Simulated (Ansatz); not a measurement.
Born–Oppenheimer molecular dynamics of a periodic cell of 30 atoms, H₆C₃O (contents 3 H2CO + 3 C2H4, density as packed 0.67 g/cm³ with natural masses). It starts from a partly relaxed structure (largest force component 0.17 eV/Å).

Theory: DFT PBE-D3(BJ), scalar-relativistic, plane waves, PAW in Ansatz. Settings: accuracy low, cutoff 420 eV, k mesh 1x1x1, fermi-dirac smearing 0.02 eV, no spin polarisation.

| Quantity | Value |
| --- | --- |
| ensemble | NVT, Langevin thermostat |
| time step | 0.5 fs |
| steps asked | 300 |
| set temperature | 300 K |
| friction | 0.02 /fs |
| seed | 920621 |

First frame:

```xyz
30
Lattice="7.5420 0.0000 0.0000 0.0000 7.5420 0.0000 0.0000 0.0000 7.5420" Properties=species:S:1:pos:R:3
O -0.276 7.033 5.494
C 0.300 6.398 4.636
H 0.979 6.882 3.897
H 0.194 5.290 4.533
O 1.718 3.225 1.761
C 1.911 2.041 1.577
H 2.194 1.345 2.401
H 1.839 1.600 0.553
O 5.856 4.951 8.999
C 5.964 4.836 7.796
H 6.452 5.614 7.160
H 5.560 3.945 7.255
C 5.155 1.544 3.685
C 5.274 1.438 2.361
H 5.159 2.520 4.175
H 5.058 0.667 4.325
H 5.379 2.327 1.736
H 5.283 0.465 1.866
C 3.562 5.521 5.333
C 3.752 5.295 4.032
H 4.243 6.153 5.906
H 2.722 5.087 5.877
H 4.608 5.708 3.498
H 3.068 4.678 3.446
C 0.667 2.735 6.120
C 1.194 2.578 4.905
H -0.282 2.266 6.385
H 1.149 3.345 6.889
H 0.677 1.998 4.138
H 2.146 3.025 4.623
```

**Question.** What does the run give?

**Answer.** All steps were run.

```yaml
steps_done: 300
time_covered: 150 fs
mean_temperature_over_the_second_half: 318 K
spread_of_the_potential_energy_over_the_second_half: 5.3 meV per atom
mean_potential_energy_of_the_second_half_above_the_start: 35.1 meV per atom
```

A run of 0.15 ps of so small a system gives no equilibrium averages. Limits of this set-up: coarse k mesh, low accuracy level.

**Question.** What happens to the structure?

**Answer.** Mean squared displacements from the first frame to the last, about the centre of mass: O 0.08 Å², C 0.22 Å², H 0.87 Å². This is one draw of velocities; another would differ in detail.

**Question.** How do temperature and energy run in time?

**Answer.** 
```tsv
time (fs)	T (K)	potential energy less start (eV)
0.0	290	0.000
12.5	205	0.460
25.0	249	0.531
37.5	264	0.612
50.0	243	0.898
62.5	272	1.086
75.0	282	0.808
87.5	335	0.806
100.0	334	0.969
112.5	344	1.024
125.0	341	1.244
137.5	305	1.183
150.0	276	1.386
```

Time of the run: 5.2 min on 1 thread of Intel(R) Xeon(R) 6975P-C (Granite Rapids) (shared host), peak memory 0.51 GiB.
